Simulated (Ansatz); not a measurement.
Input file for Ansatz (a quantum-chemistry and plane-wave program): R-wB97X-V/def2-TZVPPD on CH7ISi (a complex). Elements past Kr take the def2 small-core potentials; no spin–orbit coupling. Files ending in .json are basis or fitting sets from the Basis Set Exchange.

Ansatz 0.2 input:
```yaml
crystal:
  periodic: [false, false, false]
  atoms:
    - {symbol: Si, position_ang: [0.14233455, 0.04488763, -0.03849590]}
    - {symbol: H, position_ang: [1.28925140, -0.85688103, 0.19584535]}
    - {symbol: H, position_ang: [0.23097372, 1.21991516, 0.85687301]}
    - {symbol: H, position_ang: [-1.12633037, -0.67199949, 0.21983356]}
    - {symbol: H, position_ang: [0.15633337, 0.50878878, -1.44607821]}
    - {symbol: C, position_ang: [-1.92127765, 0.35523479, 3.33690883]}
    - {symbol: I, position_ang: [-0.27238339, -0.95017105, 3.80882752]}
    - {symbol: H, position_ang: [-2.50357481, -0.12974691, 2.56225104]}
    - {symbol: H, position_ang: [-2.49789993, 0.49074389, 4.24442621]}
    - {symbol: H, position_ang: [-1.50046254, 1.29077138, 2.98747393]}
basis:
  gaussian:
    orbitals: def2-TZVPPD.json
hamiltonian:
  xc: {name: wB97X-V}
scf: {lower_state_search: off}
```

Program output:

```
WARN ansatz: RAYON_NUM_THREADS=2 ignored (pool sized by the plan → 2); use --threads N
Functional definition: wB97X-V
these checks for a lower state are left out or cut short: stability, starts, cluster_reference, orbital_swaps, neighbouring_geometries, increment
integrals: 0.27 GiB planned
1345 factors; their error is unknown
integrals: 0.31 GiB planned
412 factors; integrals over basis functions are off by at most 3.2e-5 eV
mean field: 2.18 GiB planned
mean field evaluation 1: about -17126.8184 eV, gradient 2.3e1 eV
mean field evaluation 2: about -17127.4556 eV, gradient 1.7e1 eV
mean field evaluation 4: about -17128.1108 eV, gradient 1.2e0 eV
mean field evaluation 8: about -17128.2678 eV, gradient 6.7e-1 eV
mean field evaluation 16: about -17128.2683 eV, gradient 3.9e-5 eV
mean field -17128.26825100 eV, -629.4522482670 hartree, gradient 9.0e-6 eV, S^2 0.000000; 0 other end points of the search recorded, 0 dependent functions left out
reference -17128.26824848 eV, -629.4522481746 hartree; 26, 26 occupied and 237, 237 virtual orbitals, 1345 factors
Total energy: -17128.26824848 eV, -629.4522481746 hartree
Checks for a lower state left out: stability, starts, cluster_reference, orbital_swaps, neighbouring_geometries, increment
```

The calculation finished and met its thresholds.

Cost: very roughly 16 core-seconds.
